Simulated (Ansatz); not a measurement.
Energy needed to pull apart AsH3SO, singlet, into free ground-state atoms, from the structure below (displaced at random from a GFN2-xTB minimum); no zero-point or spin–orbit terms; open-shell atoms are treated unrestricted, in their ground-state multiplicity.

O1  (-1.463, 0.073, -0.898)
As2  (0.321, 0.248, -0.761)
S3  (0.831, 0.028, 1.420)
H4  (-1.507, -1.169, -0.837)
H5  (-0.197, 1.759, -0.355)
H6  (1.543, -1.143, 1.454)
(Å)

Computed with Ansatz 0.2.0 (basis: def2-TZVPP); correlated methods freeze the cores. Filled d shells of the heavier atoms are correlated. The def2 sets are not built for correlating such inner shells, so the correlated values are less sure here. B3LYP uses VWN-RPA correlation.

```json
{"method": "PBE-D4", "atomization energy (eV)": "16.91"}
{"method": "BLYP-D4", "atomization energy (eV)": "?"}
{"method": "r2SCAN-D4", "atomization energy (eV)": "16.30"}
{"method": "PBE0-D4", "atomization energy (eV)": "15.96"}
{"method": "B3LYP-D4", "atomization energy (eV)": "16.25"}
{"method": "wB97M-V", "atomization energy (eV)": "16.21"}
{"method": "HF", "atomization energy (eV)": "8.71"}
{"method": "MP2", "atomization energy (eV)": "?"}
{"method": "CCSD", "atomization energy (eV)": "15.01"}
{"method": "CCSD(T)", "atomization energy (eV)": "15.52"}
```

What does BLYP-D4 give? (To be estimated.)

The calculation gives: 16.70 eV, which is about 1.19 eV more than CCSD(T)/def2-TZVPP.

What does MP2 give? (Judge from chemistry; the value comes from the calculation.)

By the calculation: 15.68 eV, which is about 0.16 eV more than CCSD(T)/def2-TZVPP.

In triple zeta the MP2 and coupled-cluster atomization energies are still short of their basis limit by a few kcal/mol a bond, whereas those of the functionals are nearly converged, so these differences are not deviations from converged CCSD(T).

The T1 diagnostic stays at or below 0.015.

For scale, one of the runs: CCSD(T)/def2-TZVPP forces, 163 basis functions (an equivalent command: `ansatz run in.yaml --threads 4`). Time: 2.7 min of wall clock on 4 CPU threads; the host was shared. Peak host memory: 2.2 GiB.
